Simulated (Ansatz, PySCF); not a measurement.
C3H6BFN2, SMILES CN1CN=CB1F. Atoms are numbered in the order given.

```xyz
13

C     -2.0649     0.1298     0.3446
N     -0.6716    -0.1086     0.0601
C     -0.2174    -1.3894    -0.4556
N      1.2174    -1.3345    -0.6439
C      1.6450    -0.1693    -0.2963
B      0.4460     0.7284     0.1924
F      0.4206     1.9874     0.6383
H     -2.6900     0.0193    -0.5597
H     -2.4505    -0.5707     1.1070
H     -2.1912     1.1532     0.7250
H     -0.4593    -2.2175     0.2385
H     -0.6995    -1.6342    -1.4219
H      2.7193     0.0458    -0.3762
```

The structure is a stationary point at B3LYP-D3(BJ)/def2-SVP. The structure was generated by enumeration, and PubChem lists no compound with its InChIKey, so it may never have been made. One conformer was computed; it need not be the lowest.

Two levels are set side by side: PBE-D3(BJ)/def2-SVP (Ansatz, a first-principles code) and B3LYP-D3(BJ)/def2-SVP (Ansatz). Each level has its own optimised geometry; the coordinates shown are those of the second. Frequencies come from the Hessian of PySCF at each geometry. Differences are taken from unrounded values.

```json
[
 {"quantity": "mean bond length (Å)", "B3LYP-D3(BJ)": "1.274", "PBE-D3(BJ)": "1.281", "PBE-D3(BJ) minus B3LYP-D3(BJ)": "0.007"},
 {"quantity": "bond C1–N2 (Å)", "B3LYP-D3(BJ)": "1.442", "PBE-D3(BJ)": "1.443", "PBE-D3(BJ) minus B3LYP-D3(BJ)": "0.001"},
 {"quantity": "bond N2–C3 (Å)", "B3LYP-D3(BJ)": "1.454", "PBE-D3(BJ)": "1.455", "PBE-D3(BJ) minus B3LYP-D3(BJ)": "0.001"},
 {"quantity": "bond N2–B6 (Å)", "B3LYP-D3(BJ)": "1.403", "PBE-D3(BJ)": "1.414", "PBE-D3(BJ) minus B3LYP-D3(BJ)": "0.012"},
 {"quantity": "bond C3–N4 (Å)", "B3LYP-D3(BJ)": "1.448", "PBE-D3(BJ)": "1.448", "PBE-D3(BJ) minus B3LYP-D3(BJ)": "0.000"},
 {"quantity": "bond N4–C5 (Å)", "B3LYP-D3(BJ)": "1.289", "PBE-D3(BJ)": "1.301", "PBE-D3(BJ) minus B3LYP-D3(BJ)": "0.012"},
 {"quantity": "bond C5–B6 (Å)", "B3LYP-D3(BJ)": "1.576", "PBE-D3(BJ)": "1.576", "PBE-D3(BJ) minus B3LYP-D3(BJ)": "0.000"},
 {"quantity": "bond B6–F7 (Å)", "B3LYP-D3(BJ)": "1.336", "PBE-D3(BJ)": "1.345", "PBE-D3(BJ) minus B3LYP-D3(BJ)": "0.009"},
 {"quantity": "bond C1–H8 (Å)", "B3LYP-D3(BJ)": "1.105", "PBE-D3(BJ)": "1.113", "PBE-D3(BJ) minus B3LYP-D3(BJ)": "0.008"},
 {"quantity": "bond C1–H9 (Å)", "B3LYP-D3(BJ)": "1.105", "PBE-D3(BJ)": "1.113", "PBE-D3(BJ) minus B3LYP-D3(BJ)": "0.008"},
 {"quantity": "bond C1–H10 (Å)", "B3LYP-D3(BJ)": "1.099", "PBE-D3(BJ)": "1.107", "PBE-D3(BJ) minus B3LYP-D3(BJ)": "0.008"},
 {"quantity": "bond C3–H11 (Å)", "B3LYP-D3(BJ)": "1.107", "PBE-D3(BJ)": "1.116", "PBE-D3(BJ) minus B3LYP-D3(BJ)": "0.009"},
 {"quantity": "bond C3–H12 (Å)", "B3LYP-D3(BJ)": "1.107", "PBE-D3(BJ)": "1.116", "PBE-D3(BJ) minus B3LYP-D3(BJ)": "0.009"},
 {"quantity": "bond C5–H13 (Å)", "B3LYP-D3(BJ)": "1.099", "PBE-D3(BJ)": "1.107", "PBE-D3(BJ) minus B3LYP-D3(BJ)": "0.008"},
 {"quantity": "highest harmonic wavenumber (cm⁻¹)", "B3LYP-D3(BJ)": "3133", "PBE-D3(BJ)": "3074", "PBE-D3(BJ) minus B3LYP-D3(BJ)": "-59"},
 {"quantity": "mean harmonic wavenumber (cm⁻¹)", "B3LYP-D3(BJ)": "1344", "PBE-D3(BJ)": "1306", "PBE-D3(BJ) minus B3LYP-D3(BJ)": "-38"},
 {"quantity": "zero-point energy (kcal/mol)", "B3LYP-D3(BJ)": "63.39", "PBE-D3(BJ)": "61.60", "PBE-D3(BJ) minus B3LYP-D3(BJ)": "-1.79"}
]
```

Exact exchange shortens and stiffens bonds; PBE has none. Differences between two approximate levels are no errors against the true value.
